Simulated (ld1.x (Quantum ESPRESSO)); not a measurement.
**Plane-wave convergence, RRKJ potential for nickel**

Ni, norm-conserving RRKJ (Kleinman–Bylander form), made with ld1.x (Quantum ESPRESSO) 7.5 (LDA (PZ), scalar-relativistic). Core [Ne] 3s2, reference 3p6 3d8 4s2 4p0. Waves: 4s (bound): rc 1.85 bohr; 3d (bound): rc 0.75 bohr; 3p (bound): rc 0.90 bohr. Local part: the p channel. Core correction: none. rho0 = 0.001.

The pseudo-atom Hamiltonian at the reference potential is diagonalised in spherical Bessel functions j_l(qr) that vanish at 20 bohr, with q² up to the cutoff. All-electron valence levels (Ry): 4s -0.4311, 3d -0.6716, 3p -5.2373, 4p -0.0986.

Task: How do the lowest levels (Ry) of each channel move with the cutoff, and are there ghosts?

Result:

| cutoff (Ry) | s #1 | s #2 | d #1 | d #2 | p #1 | p #2 | p #3 | f #1 | f #2 | Σ f·Δε (mRy) |
| --- | --- | --- | --- | --- | --- | --- | --- | --- | --- | --- |
| 8 | -0.5118 | -0.3479 | 0.0643 | 0.1448 | -1.4733 | -0.0031 | 0.0807 | 0.1143 | 0.2429 | 28634.5 |
| 15 | -3.8722 | -0.4300 | 0.0640 | 0.1427 | -2.9455 | -0.0364 | 0.0639 | 0.1143 | 0.2429 | 19639.6 |
| 25 | -6.9391 | -0.4308 | 0.0635 | 0.1399 | -4.2053 | -0.0667 | 0.0556 | 0.1143 | 0.2429 | 12075.7 |
| 35 | -8.0163 | -0.4311 | 0.0630 | 0.1364 | -4.8488 | -0.0850 | 0.0520 | 0.1143 | 0.2429 | 8209.6 |
| 50 | -8.3781 | -0.4312 | 0.0615 | 0.1273 | -5.1575 | -0.0957 | 0.0502 | 0.1143 | 0.2429 | 6345.2 |
| 70 | -8.4095 | -0.4312 | 0.0541 | 0.0997 | -5.2296 | -0.0989 | 0.0497 | 0.1143 | 0.2429 | 5853.8 |
| 100 | -8.4124 | -0.4312 | -0.0852 | 0.0693 | -5.2333 | -0.0992 | 0.0496 | 0.1143 | 0.2429 | 4717.1 |
| 140 | -8.4170 | -0.4312 | -0.4143 | 0.0666 | -5.2364 | -0.0993 | 0.0496 | 0.1143 | 0.2429 | 2066.0 |
| 180 | -8.4176 | -0.4312 | -0.5988 | 0.0662 | -5.2373 | -0.0993 | 0.0496 | 0.1143 | 0.2429 | 584.6 |
| 260 | -8.4177 | -0.4312 | -0.6703 | 0.0661 | -5.2374 | -0.0993 | 0.0496 | 0.1143 | 0.2429 | 11.9 |
| 400 | -8.4177 | -0.4312 | -0.6717 | 0.0661 | -5.2374 | -0.0993 | 0.0496 | 0.1143 | 0.2429 | 0.0 |

Result: ghost state, extra bound levels that the all-electron valence spectrum of the same l lacks: s at -114.5 eV (a true bound ghost makes a file unfit for plane-wave use); 10 mRy is reached at 300 Ry and 1 mRy at 300 Ry.
